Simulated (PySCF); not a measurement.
CH8F2Si3, SMILES FC[SiH2][Si@@H](F)[SiH3]. Geometry optimised at PBE0-D3(BJ)/def2-SVP. The structure was generated by enumeration; whether it is a known compound was not checked. The values are those of a single conformer.

Computed equilibrium geometry at PBE0-D3(BJ)/def2-SVP (PySCF confirms it by a frequency run) as a Z-matrix (one conformer of several):
```
Si
F 1 1.6398
H 1 1.4939 2 107.26
Si 1 2.3491 3 110.48 2 119.21
H 4 1.4950 1 113.55 3 -36.99
H 4 1.4952 5 108.86 1 125.82
C 4 1.9160 5 111.17 6 121.27
F 7 1.3941 4 107.70 5 96.92
H 7 1.1022 8 108.39 4 123.31
H 7 1.1031 9 107.81 8 -116.98
Si 1 2.3516 3 110.60 2 -119.45
H 11 1.4924 1 110.18 3 -22.57
H 11 1.4953 12 109.43 8 -172.22
H 11 1.4966 12 109.12 13 -118.49
```
Charge 0, spin multiplicity 1.
